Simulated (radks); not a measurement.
Results of a calculation; reference values are marked as such.
Problem. The silicon ion Si3+, [Ne] 3s1. Code: a radial shooting solver on a logarithmic mesh with Libxc functionals. Model: non-relativistic Kohn-Sham, LDA (Slater exchange, Perdew-Wang correlation), spin-polarised, spherical densities, point nucleus. Every spin shell is full or empty, so the densities are truly spherical. Functionals are evaluated on that one density, not self-consistently. Rank these orbital-free kinetic functionals by their error against the exact value of the orbitals, and give that value: Thomas-Fermi, von Weizsacker, TF + vW/5, LC94, APBEK, Perdew 92, Thakkar, Pearson, LKT, PG1, Ernzerhof.

Solution. Exact: 285.451 hartree. From best to worst, with 100 (|E| - |E exact|)/|E exact| (equal figures are ties): Thakkar +0.01, LC94 +0.17, Ernzerhof +0.28, APBEK +0.30, Perdew 92 -0.46, Pearson -1.72, TF + vW/5 +5.19, Thomas-Fermi -7.56, PG1 +26.58, LKT +32.61, von Weizsacker -36.29.
